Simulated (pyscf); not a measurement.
## Hydrogen shift: •H₂C–SiH₃ -> H₃C–SiH₂•

Gas phase, doublet surface, charge 0. Bonds broken: Si2–H5. Bonds formed: C1–H5. Single points on ωB97X-D3(BJ)/def2-SVP structures (PySCF, gas phase). Correlated levels are frozen-core, on RHF or UHF. ΔMP2 is the change of the MP2 total energy from the triple- to the quadruple-zeta basis.

Transition state (Å):

```xyz
7

C     -0.3521     0.6607    -0.1238
Si    -0.5164    -1.1594     0.0823
H      0.4641     1.2184     0.3473
H     -0.9665     1.2120    -0.8434
H      0.3776    -0.4122    -0.9952
H      0.0845    -1.7220     1.3210
H     -1.8413    -1.7298    -0.2800
```

One imaginary mode, 1858i cm⁻¹; descent along it reached the two sides named.

```json
[
 {"bond": "Si2–H5", "change": "breaks", "reactant side (Å)": "1.497", "saddle": "1.587", "product side": "2.501"},
 {"bond": "C1–H5", "change": "forms", "reactant side (Å)": "2.8", "saddle": "1.563", "product side": "1.101"}
]
```

Electronic energies relative to the reactant's lowest minimum found (kcal/mol):

```
level                             barrier  reaction energy  reverse barrier
--------------------------------  -------  ---------------  ---------------
ωB97X-D3(BJ)/def2-TZVP               39.4            -10.5             49.9
PBE/def2-TZVP                        31.0            -14.0             45.0
r²SCAN/def2-TZVP                     35.1            -10.9             46.1
B3LYP-D3(BJ)/def2-TZVP               37.2            -10.7             47.9
PBE0-D3(BJ)/def2-TZVP                35.3            -12.8             48.2
M06-2X/def2-TZVP                     38.9            -13.3             52.1
ωB97M-D3(BJ)/def2-TZVP               38.7            -10.6             49.3
HF/def2-TZVP                         52.6             -4.2             56.9
MP2/def2-QZVPP                       40.1            -13.6             53.7
CCSD/def2-TZVPP                      41.1            -10.3             51.4
CCSD(T)/def2-TZVPP                   39.0            -11.2             50.2
CCSD(T)/def2-TZVPP + ΔMP2(QZVPP)     38.5            -11.1             49.6
```

With CCSD(T)/def2-TZVPP + ΔMP2(QZVPP) energies and thermal terms (ideal gas, 1 atm, RRHO with modes under 100 cm⁻¹ raised to 100, one conformer, R ln 2 for rigid chiral ones), in kcal/mol:

```json
[
 {"T (K)": "298", "ΔH‡": "36.9", "ΔG‡": "37.6", "ΔH": "-8.6", "ΔG": "-8.1"},
 {"T (K)": "600", "ΔH‡": "36.6", "ΔG‡": "38.4", "ΔH": "-9.0", "ΔG": "-7.5"},
 {"T (K)": "900", "ΔH‡": "36.2", "ΔG‡": "39.4", "ΔH": "-9.4", "ΔG": "-6.6"},
 {"T (K)": "1200", "ΔH‡": "35.7", "ΔG‡": "40.6", "ΔH": "-9.7", "ΔG": "-5.6"}
]
```

This is the saddle that the search found; another between the same sides may lie lower. The CCSD(T) − MP2 part came from Ansatz, without density fitting, on the same reference.
